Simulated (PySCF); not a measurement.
# What settings do to a single point of Ce(NH2)3

The sound run of Ce(NH2)3 (singlet in the valence; each metal's 4f electrons, 1 of them, lie in its core potential, out of spins and levels) uses PySCF 2.14.0, RKS PBE0, Ce lcecp-1-SVP with ECP47, N def2-SVP, H def2-SVP; non-relativistic Hamiltonian with scalar-relativistic core potentials where named; density fitting; no spin-orbit coupling, grid (50, 194), threshold 1e-8 Eh and 55 cycles, at the relaxed geometry:

```xyz
10

Ce   -0.0080   -0.0190   -0.1638
N     2.2670   -0.0045   -0.0101
H     2.8884   -0.8022    0.1395
H     2.8838    0.8098   -0.0425
N    -1.1362    1.9615   -0.2430
H    -2.1450    2.1189   -0.2074
H    -0.7225    2.8956   -0.2640
N    -1.1398   -1.9663    0.1903
H    -0.7369   -2.8912    0.3531
H    -2.1509   -2.1026    0.2479
```

There Ce1 has a Mulliken charge of 0.99 e and the dipole about the centre of mass is 0.53 D. Each run below changes one thing and starts from free metal ions and neutral atoms unless it says otherwise; with 55 cycles, smearing, a level shift and second-order steps follow where DIIS fails, and their cycles count. Energy shifts count from the sound run. On f atoms grids over 110 angular points are at least (60, 302).

```csv
change,outcome,cycles,energy shift (eV),largest force component (eV/Å),charge on Ce1 (e),dipole about the centre of mass (D)
"grid (10, 14)",converged,10,-0.82,15.56,0.88,0.66
"spin (2S) set to 1, limit 88 cycles",refused,–,–,–,–,–
start from a density of up to 30 smeared cycles (not counted),converged,6,0.0000,0.02,0.99,0.53
threshold 0.0001,converged,5,0.0000,0.02,0.99,0.53
```

Problem. How does the run with this change end: all coordinates × 0.94?

Solution. outcome converged, cycles 9, energy shift (eV) 1.08, largest force component (eV/Å) 3.31, charge on Ce1 (e) 0.87, dipole about the centre of mass (D) 0.44.

Unsound on purpose, so not properties of the compound: grid (10, 14).

Forces carry noise of the integration grid, about 0.01 to 0.03 eV/Å.

No frequency check is given that shows the relaxed geometry to be a minimum, and it was reached by following one of several unstable modes of a saddle point. An lcecp potential fixes the number of 4f electrons, so in runs with it no electron can move into or out of that shell.
